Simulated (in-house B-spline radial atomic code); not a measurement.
Checks on a self-consistent run for Ce⁶⁺, [Kr] (4d3/2)3 (4d5/2)6 5s2 (5p1/2)1 (5p3/2)3 (8f5/2)1. Computed with an all-electron radial atomic-structure program (B-spline basis): Dirac-Hartree-Fock, average of the jj configuration, Fermi nucleus of rms radius 4.8771 fm.

```tsv
orbital	q	ε (Eh)	<1/r>	<r²>	small-component weight
1s1/2	2	-1498.81386	63.341	0.000820605	0.046099
2s1/2	2	-247.26282	14.9531	0.0129785	0.010037
2p1/2	2	-233.03627	14.8944	0.00955605	0.010031
2p3/2	4	-216.59663	13.5013	0.0108108	0.0094318
3s1/2	2	-58.01790	5.4178	0.0877539	0.0030993
3p1/2	2	-51.96387	5.31872	0.0829191	0.0030276
3p3/2	4	-48.65951	4.97561	0.0902448	0.0028686
3d3/2	4	-38.19956	4.82116	0.0741794	0.0027243
3d5/2	6	-37.53143	4.73999	0.0759547	0.0026836
4s1/2	2	-15.36422	2.2467	0.44682	0.00095312
4p1/2	2	-12.92371	2.14074	0.477344	0.00088517
4p3/2	4	-12.28786	2.03815	0.512798	0.00084167
4d3/2	3	-8.32960	1.8382	0.593157	0.00070957
4d5/2	6	-8.21167	1.8065	0.607883	0.00069131
5s1/2	2	-4.80181	0.959766	2.13762	0.00025526
5p1/2	1	-4.05711	0.892445	2.45263	0.0002289
5p3/2	3	-3.88592	0.858684	2.61118	0.00021791
8f5/2	1	-0.47974	0.145607	115.107	1.9946e-05
```

Electron-electron repulsion V_ee = 3023.3251 hartree.

(1) What total energy follows from the eigenvalues?

(2) Does the Dirac virial theorem hold?

(3) What diamagnetic shielding (Lamb formula) and susceptibility (Langevin formula) do the radii give?

## Answers

(1) The eigenvalues count the repulsion twice, so E = Σqε - V_ee = -5822.985 - 3023.325 = -8846.310 hartree; the run printed -8846.310.

(2) For a point nucleus E = -2c²Σq·w, with w the small-component weight. Here Σq·w = 0.23552 and c = 137.0360, so the ratio E/(-2c²Σq·w) is 1.000085; the finite nucleus accounts for the departure from 1.

(3) σ = (α²/3)Σq<1/r> = 368.297/(3·137.036²) = 6537.4 ppm, and χ = -0.79199×10⁻⁶·Σq<r²> = -111.3×10⁻⁶ cm³/mol with Σq<r²> = 140.54 bohr². Both are non-relativistic formulas without the paramagnetism of open shells; for so heavy an element the full relativistic shielding is larger by tens of per cent.
